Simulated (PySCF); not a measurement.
**Dipole moment and polarisability of `CCC[C@H]([AsH2])C[AsH2]`**

Species: C5H14As2.
Geometry (PBE0-D3(BJ)/def2-SVP, Å), atoms numbered from 1 in this order:
```
atom  x, y, z in Å
C1    -2.9415    0.9554    0.1563
C2    -1.6310    0.2561    0.4793
C3    -0.7585    0.0478   -0.7515
C4     0.5653   -0.6834   -0.5110
As5    0.2182   -2.6065   -0.0809
C6     1.4956   -0.0163    0.4916
As7    1.8289    1.9121    0.0957
H8    -3.5465    1.1211    1.0603
H9    -3.5482    0.3627   -0.5471
H10   -2.7625    1.9379   -0.3092
H11   -1.0780    0.8479    1.2287
H12   -1.8399   -0.7178    0.9565
H13   -1.3349   -0.5011   -1.5163
H14   -0.5423    1.0365   -1.1991
H15    1.0873   -0.7488   -1.4819
H16    1.6936   -2.9739    0.0539
H17    0.0805   -2.4175    1.4282
H18    2.4580   -0.5439    0.5338
H19    1.0684   -0.0457    1.5068
H20    3.1192    1.9846    0.9067
H21    2.5928    1.6487   -1.2009
```

Level: CAM-B3LYP/def2-SVPD (PySCF), static field, nuclei fixed, core orbitals frozen in the response. The polarisability tensor in these axes (au):

```
x   129.63   7.03   0.75
y     7.03 146.36  -1.00
z     0.75  -1.00 106.35
```

Question: What are the eigenvalues, a third of the trace, and Δα (Δα² = ½Σ(αi − αj)² over the three pairs)?

Answer: Principal values 106.29, 127.13 and 148.93 au; mean 127.45 au = 18.89 Å³ = 21.01 × 10⁻⁴⁰ C²·m²/J; Δα = 36.93 au (29 % of the mean).

Question: What is the dipole moment, and where does it point?

Answer: (0.22, 0.03, 0.13) D, 0.26 D in size, pointing from the negative to the positive side. Measured along this direction, the outermost atoms are H9 at the negative end and H20 at the positive end.

Question: Find the Langevin capture rate constant for O2+ (31.990 u) meeting this molecule (223.953 u), k = 2.342 × 10⁻⁹ cm³/s × √(α in Å³ / reduced mass in u).

Answer: The reduced mass is 27.99 u, so k = 1.92 × 10⁻⁹ cm³/s.

Question: Molar refractivity from α?

Answer: Lorentz–Lorenz: R = (4π/3)N_A α = 2.5225 cm³/(mol·Å³) × 18.89 Å³ = 47.6 cm³/mol, in the limit of long wavelengths.

Question: Give the principal axes and the span of the nuclei along them.

Answer: Largest value along (0.34, 0.94, -0.02), where the nuclei span 5.29 Å; middle along (0.94, -0.34, 0.05), 6.26 Å; least along (-0.04, 0.03, 1.00), 3.01 Å. The strongest response doesn't lie along the longest of the three spans.

Question: Refractivity n − 1 of an ideal gas of it at 350 K and 1 atm, from the electronic α?

Answer: N = p/kT = 2.0968 × 10¹⁹ cm⁻³, so n − 1 = 2π × N × 18.89 × 10⁻²⁴ cm³ = 2488 × 10⁻⁶ at long wavelengths.

One conformer (not necessarily the lowest) at the PBE0-D3(BJ)/def2-SVP geometry, without solvent, vibrations or thermal averaging. The calculation is non-relativistic, for arsenic too.

The run behind these numbers computed excited states and ΔSCF ions as well. On an Intel Xeon at 2.50 GHz with one thread, on a shared host, this took 16 min wall, 15 min CPU and 1.5 GiB of memory at its peak.
